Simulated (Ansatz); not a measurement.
In9As8H24⁻, 41 atoms. Hardware: 4 threads of AMD EPYC 7R13 on a shared host and a share (37 GiB) of an NVIDIA H100 80GB HBM3.

In the def2 sets In takes a core potential; there is no spin–orbit coupling. Correlated methods freeze 108 core orbitals; core or outer-core shells of As, In are correlated, in sets that lack core-valence functions. Single mean-field runs in def2-SVP, def2-TZVP are fitted with def2-universal-jkfit.

Q: How many basis functions does each of these Ansatz runs have, and roughly what does it cost? B97M-V/def2-SVP, charge -1 singlet, energy, from earlier orbitals; PBE0-D4/def2-SVP, charge 0 doublet at the geometry of the charge -1 singlet, energy; B97M-V/def2-SVP, charge 0 doublet at the geometry of the charge -1 singlet, energy, from earlier orbitals; PBE-D4/def2-SVP, charge -1 singlet, relaxation, 29 steps; PBE0-D4/def2-SVP, charge -1 triplet at the geometry of the charge -1 singlet, energy; PBE-D4/def2-SVP, charge 0 doublet at the geometry of the charge -1 singlet, energy, from earlier orbitals; MP2/def2-SVP, charge -1 singlet, energy, from earlier orbitals; PBE0-D4/def2-SVP, charge -1 singlet, energy and forces, from earlier orbitals; B2PLYP/def2-SVP, charge -1 singlet, energy, from earlier orbitals; PBE-D4/def2-TZVP, charge -1 singlet, energy, from earlier orbitals; PBE-D4/def2-SVP, charge -1 triplet at the geometry of the charge -1 singlet, energy, from earlier orbitals; PBE-D4/def2-SVP, charge -1 singlet, energy, from earlier orbitals.

A: Other jobs shared the machine, so times can vary by a factor of up to 3.

| run | functions | fitting or Cholesky vectors | wall time | peak host memory (GiB) |
| --- | --- | --- | --- | --- |
| PBE-D4/def2-SVP, charge -1 singlet, energy, from earlier orbitals | 610 | 4522 | 4.6 s | 1.2 |
| PBE-D4/def2-TZVP, charge -1 singlet, energy, from earlier orbitals | 978 | 4522 | 8.6 s | 1.4 |
| B97M-V/def2-SVP, charge -1 singlet, energy, from earlier orbitals | 610 | 4522 | 9.1 s | 1.6 |
| PBE0-D4/def2-SVP, charge -1 singlet, energy and forces, from earlier orbitals | 610 | 4522 | 10 s | 4 |
| B2PLYP/def2-SVP, charge -1 singlet, energy, from earlier orbitals | 610 | 4522 | 11 s | 4.8 |
| PBE-D4/def2-SVP, charge 0 doublet at the geometry of the charge -1 singlet, energy, from earlier orbitals | 610 | 4522 | 13 s | 1.4 |
| MP2/def2-SVP, charge -1 singlet, energy, from earlier orbitals | 610 | 6798 | 14 s | 1.8 |
| PBE-D4/def2-SVP, charge -1 triplet at the geometry of the charge -1 singlet, energy, from earlier orbitals | 610 | 4522 | 16 s | 1.4 |
| PBE0-D4/def2-SVP, charge -1 triplet at the geometry of the charge -1 singlet, energy | 610 | 4522 | 19 s | 1.4 |
| PBE0-D4/def2-SVP, charge 0 doublet at the geometry of the charge -1 singlet, energy | 610 | 4522 | 19 s | 1.4 |
| B97M-V/def2-SVP, charge 0 doublet at the geometry of the charge -1 singlet, energy, from earlier orbitals | 610 | 4522 | 23 s | 2.4 |
| PBE-D4/def2-SVP, charge -1 singlet, relaxation, 29 steps | 610 | 4522 | 2.4 min | 1.4 |
